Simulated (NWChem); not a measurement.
Species: AlH3SO; SMILES [OH][AlH][SH]

```xyz
6

Al    -0.5667    -0.5622     0.0000
H     -2.1150    -0.8719     0.0000
O      0.6368    -1.7651     0.0000
H      0.5029    -2.7138     0.0000
S      0.1523     1.4943     0.0000
H      1.4482     1.1065     0.0000
```
Atoms are numbered in this order, from 1.

Computed with NWChem. Pople sets run with spherical d functions. Geometry: optimised at PBE0/def2-SVP. B3LYP is NWChem's, with the RPA form of VWN correlation. Ions are spin-unrestricted doublets at the neutral geometry; other ion states weren't tried.

For level B3LYP/6-31+G*:

- −ε(HOMO) (eV) = 7.42

Q: How do the values read with level BHandHLYP/6-31+G* instead?

A: 
| Property | Result |
|---|---|
| −ε(HOMO) (eV) | 8.71 |
